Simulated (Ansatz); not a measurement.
One geometry of K2I⁺, several levels of theory.

```yaml
crystal:
  periodic: [false, false, false]
  atoms:
    - {symbol: K, position_ang: [-2.514662, -1.617830, 1.201218]}
    - {symbol: K, position_ang: [2.515384, 1.616785, -1.201134]}
    - {symbol: I, position_ang: [-0.000712, 0.001045, -0.000084]}
basis:
  gaussian: {orbitals: def2-TZVP, initial_orbitals: start.molden}
total_charge: 1
hamiltonian: {xc: r2scan, dispersion: d4}
scf: {omitted_lower_state_checks: [starts]}
output: {orbitals: {seedname: orbitals}}
```

The file start.molden holds the orbitals of an earlier run on this structure, at another level or in another basis.

```sh
$ ansatz run in.yaml --threads 4 --pin off --events-out ev --progress --plain --max-ram 3916MiB
```

It prints (some lines left out):

```
Functional definition: r2SCAN
1017 factors; their error is unknown
mean field evaluation 1: about -40750.9609 eV, gradient 4.6e0 eV
mean field evaluation 2: about -40750.9743 eV, gradient 2.2e-2 eV
mean field evaluation 4: about -40750.9417 eV, gradient 2.4e-5 eV
mean field -40750.94171558 eV, -1497.5694860671 hartree, gradient 3.8e-5 eV, S^2 0.000000; 0 other end points of the search recorded, 0 dependent functions left out
reference -40750.94173557 eV, -1497.5694868018 hartree; 31, 31 occupied and 85, 85 virtual orbitals, 1017 factors
Total energy: -40750.95140238 eV, -1497.5698420506 hartree
Checks for a lower state left out: starts
```

It took 2.2 s on 4 threads of Arm Neoverse V2 on a shared host.

As the first input, with `gaussian: {orbitals: def2-TZVPP, initial_orbitals: start.molden}`, `correlation: {method: ccsd_t}` and without the key `hamiltonian` (abridged; 2.8 s):

```
Functional definition: HF
mean field -40680.25632046 eV, -1494.9718457087 hartree, gradient 7.9e-6 eV, S^2 0.000000
14 core orbitals not correlated: weight in the atoms' cores, before any rotation towards them, 1.000 or more for the frozen orbitals, at most 0.000 for the correlated occupied ones
second order -22.08988262 eV of doubles, -0.00000000 eV of singles
cycle   1  -21.54429346 eV  change    5.5e-1 eV  update   6.5e-2
cycle   2  -21.91403495 eV  change   -3.7e-1 eV  update   1.5e-2
cycle   3  -21.92468634 eV  change   -1.1e-2 eV  update   4.6e-3
cycle   4  -21.92209682 eV  change    2.6e-3 eV  update   1.1e-3
cycle   5  -21.92259198 eV  change   -5.0e-4 eV  update   5.2e-4
cycle   6  -21.92276017 eV  change   -1.7e-4 eV  update   1.4e-4
cycle   7  -21.92263735 eV  change    1.2e-4 eV  update   4.6e-5
cycle   8  -21.92261131 eV  change    2.6e-5 eV  update   1.5e-5
perturbative correction -0.36163114 eV, -0.0132896992 hartree
Total energy: -40702.54056290 eV, -1495.7907765137 hartree
Checks for a lower state left out: starts
```

First input, but with `hamiltonian: {xc: pbe0, dispersion: d4}` and without the key `scf` (abridged; 1.8 s):

```
Functional definition: PBE0
mean field evaluation 16: about -40740.7553 eV, gradient 1.6e-3 eV
mean field -40740.75533054 eV, -1497.1951433217 hartree, gradient 7.0e-6 eV, S^2 0.000000; 1 other end points of the search recorded, 0 dependent functions left out
Total energy: -40740.80363173 eV, -1497.1969183575 hartree
```

As the first input, with `correlation: {method: mp2}` and without the key `hamiltonian` (abridged; 0.8 s):

```
Functional definition: HF
mean field -40680.25632046 eV, -1494.9718457087 hartree, gradient 7.9e-6 eV, S^2 0.000000
14 core orbitals not correlated: weight in the atoms' cores, before any rotation towards them, 1.000 or more for the frozen orbitals, at most 0.000 for the correlated occupied ones
second order -22.08988262 eV of doubles, -0.00000000 eV of singles
Total energy: -40702.34620308 eV, -1495.7836339219 hartree
Checks for a lower state left out: starts
```

First input, but with `hamiltonian: {xc: {name: r2SCANh}, dispersion: d4}` (abridged; 2.7 s):

```
Functional definition: r2SCANh
mean field -40750.72056373 eV, -1497.5613588866 hartree, gradient 1.2e-5 eV, S^2 0.000000
Total energy: -40750.73239666 eV, -1497.5617937389 hartree
Checks for a lower state left out: starts
```

The first input with `hamiltonian: {xc: pbe}`, `correlation: {method: rpa}` and without the key `output` (abridged; 2.2 s):

```
Functional definition: PBE
mean field -40737.26523548 eV, -1497.0668846939 hartree, gradient 3.5e-6 eV, S^2 0.000000
14 core orbitals not correlated: weight in the atoms' cores, before any rotation towards them, 1.000 or more for the frozen orbitals, at most 0.000 for the correlated occupied ones
Total energy: -40709.59578379 eV, -1496.0500510991 hartree
Checks for a lower state left out: starts
```

As the first input, with `hamiltonian: {xc: pbe, dispersion: d4}` (abridged; 1.1 s):

```
Functional definition: PBE
mean field -40737.26524029 eV, -1497.0668848704 hartree, gradient 6.3e-6 eV, S^2 0.000000
Total energy: -40737.32070819 eV, -1497.0689232782 hartree
Checks for a lower state left out: starts
```

Geometry: r2SCAN-D4/def2-TZVP.

In the def2 sets I takes a core potential; there is no spin–orbit coupling. Correlated methods freeze 14 core orbitals; core or outer-core shells of K, I are correlated, in sets that lack core-valence functions. The structure comes from a short search, and lower isomers may exist.
